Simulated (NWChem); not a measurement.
# TiHSOCl; SMILES [Cl][Ti]([OH])=[S]

```xyz
5

Ti     0.2840     0.1088    -0.2215
S     -1.0637     1.6206     0.0761
Cl    -0.3800    -1.9816     0.0984
O      1.9613     0.5815     0.0766
H      2.3634     1.4150     0.3459
```
Atoms are numbered in this order, from 1.

All runs: NWChem. Structure relaxed at the PBE0/def2-SVP level. Static field.

### Question
Predict the results for B3LYP/def2-SVPD. Quantities: isotropic polarisability (bohr³); anisotropy (bohr³).

### Answer
The isotropic polarisability (bohr³) is 74.9 and the anisotropy (bohr³) is 40.5.
